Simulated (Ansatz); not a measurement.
Input and output for `C[Si](C)(C)[Al]([F])[F]`.

```yaml
crystal:
  periodic: [false, false, false]
  atoms:
    - {symbol: C, position_ang: [0.346396, 0.841101, 1.651058]}
    - {symbol: Si, position_ang: [0.010893, -0.025155, 0.016390]}
    - {symbol: C, position_ang: [1.397981, -1.231428, -0.364620]}
    - {symbol: C, position_ang: [-1.624226, -0.946754, 0.132470]}
    - {symbol: Al, position_ang: [-0.146236, 1.655332, -1.762209]}
    - {symbol: F, position_ang: [-1.262478, 2.870332, -1.704784]}
    - {symbol: F, position_ang: [0.834959, 1.662949, -3.089322]}
    - {symbol: H, position_ang: [1.303408, 1.368188, 1.641178]}
    - {symbol: H, position_ang: [-0.436153, 1.565878, 1.887480]}
    - {symbol: H, position_ang: [0.378605, 0.105241, 2.460752]}
    - {symbol: H, position_ang: [1.228751, -1.749720, -1.311251]}
    - {symbol: H, position_ang: [1.467854, -1.985575, 0.425473]}
    - {symbol: H, position_ang: [2.362885, -0.723620, -0.431561]}
    - {symbol: H, position_ang: [-1.849637, -1.488592, -0.789085]}
    - {symbol: H, position_ang: [-1.582481, -1.676017, 0.947632]}
    - {symbol: H, position_ang: [-2.453521, -0.264958, 0.334600]}
basis:
  gaussian: {orbitals: def2-TZVP}
magnetization: {spin_polarized: true, initial_magnetization: 0}
hamiltonian: {xc: {name: SVWN5}}
```

```sh
$ ansatz run in.yaml --threads 2 --pin off --events-out ev --progress --plain --max-ram 20480MiB --backend cuda --devices 0, --max-vram 18GiB
```

It prints (some lines left out):

```
Functional definition: SVWN5
1759 factors; their error is unknown
mean field evaluation 1: about -23021.6266 eV, gradient 8.3e1 eV
mean field evaluation 2: about -22951.7097 eV, gradient 1.4e2 eV
mean field evaluation 4: about -23049.9159 eV, gradient 1.2e1 eV
mean field evaluation 8: about -23050.4714 eV, gradient 2.6e-1 eV
mean field evaluation 16: about -23050.4352 eV, gradient 2.8e-3 eV
mean field -23050.43521244 eV, -847.0878699111 hartree, gradient 4.7e-5 eV, S^2 0.000000; 0 other end points of the search recorded, 0 dependent functions left out
reference -23050.43526502 eV, -847.0878718432 hartree; 36, 36 occupied and 247, 247 virtual orbitals, 1759 factors
Total energy: -23050.43526502 eV, -847.0878718432 hartree
```

Hardware: 2 threads of an AMD EPYC 7R13 on a shared host and a share of an NVIDIA H100 80 GB. Wall time 2.6 s, peak host memory 0.86 GiB.
